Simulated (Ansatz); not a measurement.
Ansatz (a quantum-chemistry and plane-wave program) input (CCSD(T)/aug-cc-pVDZ):

Ansatz 0.2 input:
```yaml
crystal:
  periodic: [false, false, false]
  atoms:
    - {symbol: C, position_ang: [-2.99638434, -0.77388137, -0.65880699]}
    - {symbol: C, position_ang: [-2.25867451, 0.01858898, 0.10526688]}
    - {symbol: Ge, position_ang: [-0.32674209, 0.03157839, 0.04411417]}
    - {symbol: Br, position_ang: [0.45195496, 2.13784440, -0.52136063]}
    - {symbol: Br, position_ang: [0.55326767, -0.50184073, 2.11861031]}
    - {symbol: Br, position_ang: [0.46125571, -1.49211075, -1.50965056]}
    - {symbol: H, position_ang: [-4.07930624, -0.75853706, -0.60190564]}
    - {symbol: H, position_ang: [-2.55663400, -1.46558069, -1.36730748]}
    - {symbol: H, position_ang: [-2.70470133, 0.70911119, 0.81283125]}
basis:
  gaussian:
    orbitals: aug-cc-pVDZ
magnetization: {spin_polarized: false}
correlation: {method: ccsd_t, electrons: outside_noble_gas}
output: {forces: true}
```

Output:

```
Functional definition: HF
integrals: 1.39 GiB planned
2317 factors; integrals over basis functions are off by at most 7.7e-4 eV
1.63 GiB of device memory are held for the factors and their scratch space
mean field: 2.96 GiB planned
mean field evaluation 1: about -268576.5752 eV, gradient 3.1e1 eV
mean field evaluation 2: about -268576.5919 eV, gradient 3.1e1 eV
mean field evaluation 4: about -268579.5084 eV, gradient 3.3e0 eV
mean field evaluation 8: about -268579.5595 eV, gradient 4.1e-4 eV
mean field evaluation 16: about -268579.5352 eV, gradient 2.4e-1 eV
mean field -268579.55948449 eV, -9870.1167612910 hartree, gradient 2.2e-6 eV, S^2 0.000000; 0 other end points of the search recorded, 0 dependent functions left out
58 core orbitals not correlated
reference -268579.55948449 eV, -9870.1167612910 hartree; 18, 18 occupied and 141, 141 virtual orbitals, 2317 factors
densities: 8.20 GiB planned
second order -19.85572215 eV of doubles, -0.00000000 eV of singles
coupled cluster: 3.14 GiB planned
cycle   1  -20.71670749 eV  change   -8.6e-1 eV  update   1.1e-1
cycle   2  -21.20256290 eV  change   -4.9e-1 eV  update   3.1e-2
cycle   3  -21.30358599 eV  change   -1.0e-1 eV  update   1.5e-2
cycle   4  -21.30010016 eV  change    3.5e-3 eV  update   4.0e-3
cycle   5  -21.30006084 eV  change    3.9e-5 eV  update   1.5e-3
cycle   6  -21.30034659 eV  change   -2.9e-4 eV  update   4.5e-4
cycle   7  -21.30039676 eV  change   -5.0e-5 eV  update   1.6e-4
cycle   8  -21.30044775 eV  change   -5.1e-5 eV  update   5.2e-5
cycle   9  -21.30044795 eV  change   -2.0e-7 eV  update   1.9e-5
cycle  10  -21.30043487 eV  change    1.3e-5 eV  update   6.4e-6
perturbative correction -0.78991817 eV, -0.0290289573 hartree
the calculation of the forces begins
1.63 GiB of device memory are held for the factors and their scratch space
Total energy: -268601.64983753 eV, -9870.9285667919 hartree
Atom 0 at    -2.996384    -0.773881    -0.658807 Å, force    -0.846210    -0.822502    -0.789938 eV/Å
Atom 1 at    -2.258675     0.018589     0.105267 Å, force     1.136046     0.802843     0.759159 eV/Å
Atom 2 at    -0.326742     0.031578     0.044114 Å, force     0.056304     0.003066     0.000906 eV/Å
Atom 3 at     0.451955     2.137844    -0.521361 Å, force     0.065526     0.165521    -0.041071 eV/Å
Atom 4 at     0.553268    -0.501841     2.118610 Å, force     0.073352    -0.038389     0.162860 eV/Å
Atom 5 at     0.461256    -1.492111    -1.509651 Å, force     0.050517    -0.123173    -0.125099 eV/Å
Atom 6 at    -4.079306    -0.758537    -0.601906 Å, force    -0.504360    -0.003834     0.015522 eV/Å
Atom 7 at    -2.556634    -1.465581    -1.367307 Å, force     0.228133    -0.324300    -0.333020 eV/Å
Atom 8 at    -2.704701     0.709111     0.812831 Å, force    -0.259310     0.340768     0.350682 eV/Å
Dipole moment:    -0.512402    -0.061426    -0.041755 e Å
```
